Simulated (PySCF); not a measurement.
Molybdenum: a sound run and one with changed settings

Sound run: Mo [Kr] 4d5 5s1, Mo⁺ [Kr] 4d5. Calculation: PySCF 2.14, in x2c-SVPall (6s5p5d1f, 53 functions); the spin-free X2C one-electron Hamiltonian (Gaussian nucleus). The sound run starts from symmetry-adapted Hartree-Fock orbitals and uses a fine grid where one is needed.

Changed run: 26 angular points. This setting is unsound on purpose.

| species | method | sound run (hartree) | changed run (hartree) | converged |
| --- | --- | --- | --- | --- |
| Mo | UHF | -4045.82522 | -4045.82522 | yes |
| Mo | PBE0 | -4047.66990 | -4047.66990 | yes |
| Mo | M06-L | -4047.84083 | -4047.84083 | yes |
| Mo⁺ | UHF | -4045.59487 | -4045.59487 | yes |
| Mo⁺ | PBE0 | -4047.40559 | -4047.40559 | yes |
| Mo⁺ | M06-L | -4047.58912 | -4047.58912 | yes |

Ionisation energy of Mo:

```
method  sound run (eV)  changed run (eV)
   UHF           6.268             6.268
  PBE0           7.192             7.192
 M06-L           6.849             6.849
```

Here the setting changes nothing at the digits shown.

For comparison, NIST gives 7.092 eV between the lowest levels.
